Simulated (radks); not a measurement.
The numbers below are computed, except where a source is named.
All-electron atom: Tc3+ in [Ar] 3d10 4s2 4p5 4d4 5p1 (not the ground configuration).

Code: a radial shooting solver on a logarithmic mesh with Libxc functionals. Model: Dirac Kohn-Sham, RPBE, spin-unpolarised, spherical densities, finite nucleus; open shells fill j = l - 1/2 first; Fermi nuclear charge, rms radius 4.4112 fm.

Energy parts (Ry):
total: -8565.22430
kinetic: 8897.60701
electron-nucleus: -20585.43902
Hartree: 3377.50463
exchange-correlation: -254.89694

Orbitals (lengths in bohr, moments of r in powers of bohr; r(max) is where P^2 peaks):
orbital,occ.,eigenvalue (Ry),<r>,r(max),<r^4>,small-component weight
1s1/2,2,-1536.106,0.03428,0.02228,6.518e-06,2.46e-02
2s1/2,2,-221.6458,0.1492,0.1263,0.001195,5.08e-03
2p1/2,2,-204.5906,0.1271,0.09815,0.0007908,5.08e-03
2p3/2,4,-195.8991,0.1318,0.1021,0.0008904,4.91e-03
3s1/2,2,-41.02841,0.4149,0.3724,0.06013,1.37e-03
3p1/2,2,-34.47536,0.4088,0.3594,0.06165,1.32e-03
3p3/2,4,-33.02062,0.4193,0.3688,0.06796,1.27e-03
3d3/2,4,-21.44184,0.3965,0.3098,0.06840,1.16e-03
3d5/2,6,-21.16200,0.4000,0.3126,0.07058,1.14e-03
4s1/2,2,-8.14028,1.042,0.9445,2.234,3.29e-04
4p1/2,2,-6.18805,1.122,0.9972,3.158,2.85e-04
4p3/2,3,-5.95909,1.148,1.020,3.461,2.74e-04
4d3/2,4,-2.99954,1.438,1.196,10.00,1.79e-04
4d5/2,0,-2.97102,1.449,1.205,10.29,1.76e-04
5s1/2,0,-2.21962,2.528,2.311,73.63,7.24e-05
5p1/2,1,-1.74511,2.889,2.623,127.1,5.69e-05
5p3/2,0,-1.70939,2.945,2.678,136.7,5.51e-05
4f5/2,0,-0.85826,3.616,3.118,395.6,2.65e-05
4f7/2,0,-0.85805,3.618,3.120,396.2,2.64e-05

The highest occupied level is 5p1/2 at -23.743 eV. The configuration is held as typed, so some empty levels lie below it. Summed over all electrons, <r^2> = 32.54 bohr^2, which gives a Langevin (diamagnetic) susceptibility term of -25.8 x 10^-6 cm^3/mol.
